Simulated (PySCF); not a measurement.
Delta-SCF ions had no search for a lower state. Excitations are Tamm–Dancoff values on a coarser integration grid. The basis has no diffuse functions, so Rydberg states are missing or too high.

Cartesian coordinates (Å):
SMILES: C#C[SiH2]N
```xyz
9

C      2.2728     0.8464     0.2959
C      1.2550     0.1997     0.2458
Si    -0.3074    -0.7650     0.1718
N     -1.7468     0.1630     0.2893
H      3.1714     1.4142     0.3397
H     -0.2814    -1.7155     1.3020
H     -0.3197    -1.4672    -1.1275
H     -2.0349     0.7466    -0.4809
H     -2.0089     0.5779     1.1701
```
Charge 0, spin multiplicity 1.

What is the computed vertical ionisation energy (Delta-SCF), HOMO, S1–T1 gap (TDA), dipole moment and T1 excitation (TDA) (M06-2X/def2-TZVP // B3LYP-D3(BJ)/def2-TZVP (PySCF))?


```json
{
  "vertical ionisation energy (Delta-SCF)": "10.16 eV",
  "HOMO": "-9.05 eV",
  "S1–T1 gap (TDA)": "0.45 eV",
  "dipole_moment": "1.35 D",
  "T1 excitation (TDA)": "5.21 eV"
}
```
